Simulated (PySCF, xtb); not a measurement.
Si(F)(Cl)(OH)(OMe) (CH4ClFO2Si), SMILES CO[Si](O)(F)Cl. The values are those of a single conformer.

Harmonic wavenumbers (cm⁻¹) from xtb with GFN2-xTB at its own minimum, in rising order: 51, 97, 130, 180, 188, 252, 270, 283, 340, 503, 772, 800, 871, 953, 1129, 1140, 1194, 1411, 1469, 1474, 2967, 2983, 3004, 3659.

### Question
What does PBE0-D3(BJ)/def2-SVP (PySCF) give at its own minimum? (An estimate is asked for; the answer gives what the named calculation found.)

### Answer
44, 93, 131, 176, 232, 278, 311, 344, 375, 555, 767, 813, 952, 1001, 1180, 1183, 1241, 1475, 1476, 1479, 3037, 3126, 3164, 3940. Paired by order, the mean absolute difference is 54 cm⁻¹ and the zero-point energies are 37.3 and 39.1 kcal/mol.
